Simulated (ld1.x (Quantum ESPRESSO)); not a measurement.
## What one change does to a pseudopotential (thallium, TM)

thallium, norm-conserving Troullier–Martins (Kleinman–Bylander form), made with ld1.x (Quantum ESPRESSO) 7.5 (LDA (PZ), scalar-relativistic). Core [Xe] 4f14, reference 5d10 6s1 6p0 (charge +2). Waves: 6p (bound, empty): rc 2.25 bohr; 5d (bound): rc 1.95 bohr; 6s (bound): rc 2.10 bohr. Local part: the s channel. Core correction: a·sin(br)/r model core inside 1.80 bohr.

Change: core correction a·sin(br)/r model core inside 0.92 bohr.

Cutoffs: the cutoffs (Ry, on a coarse ladder) from which the occupation-weighted sum of valence levels, in a spherical-Bessel basis at the reference potential, stays within 10 and 1 mRy of its value at 400 Ry; they do not see the model core or the augmentation charge, which bear on the density cutoff. Errors are all-electron minus pseudo energies relative to the spin-unpolarised reference configuration.

**Question.** Predict the effect on cutoff, ghosts and configuration errors.

**Answer.** The potential gets neither clearly harder nor softer (50 Ry and 80 Ry → 50 Ry and 80 Ry); of the 9 tests that both files solve, the error grows in 1 and shrinks in 5 by more than 15 % and 0.3 meV (median size 4.4 → 3.1 meV); neither file shows a bound ghost. A model core, the more so a compact one, raises the density cutoff, which this test does not measure.

```csv
quantity,base,changed
"cutoff, loose",50 Ry,50 Ry
"cutoff, tight",80 Ry,80 Ry
bound ghosts,none,none
"error for 5d10 6s2 6p1, meV [ΔE -26.61 eV]",+4.4,+2.4
"error for 5d10 6s2 6p0, meV [ΔE -21.20 eV]",+1.6,+0.3
"error for 5d10 6s0 6p0, meV [ΔE 30.60 eV]",-22,-24
"error for 5d9 6s2 6p1, meV [ΔE -5.21 eV]",-164,-191
"error for 5d9 6s0 6p0, meV [ΔE 82.66 eV]",-163,-187
"error for 5d10 6s1 6p1, meV [ΔE -12.82 eV]",+3.9,+3.6
"error for 5d10 6s2 6p0.5, meV [ΔE -24.64 eV]",+2.7,+1.0
"error for 5d10 6s1 6p0 (spin-polarised), meV [ΔE -0.18 eV]",+1.9,+0.5
"error for 5d10 6s2 6p1 (spin-polarised), meV [ΔE -26.72 eV]",+5.1,+3.1
s: phases at 2.46 bohr within 0.05 rad from the reference energy up to (Ry; the scan ends near 5),2.0,2.0
p: phases at 2.46 bohr within 0.05 rad from the reference energy up to (Ry; the scan ends near 5),2.6,2.6
d: phases at 2.46 bohr within 0.05 rad from the reference energy up to (Ry; the scan ends near 5),-0.1,-0.1
```
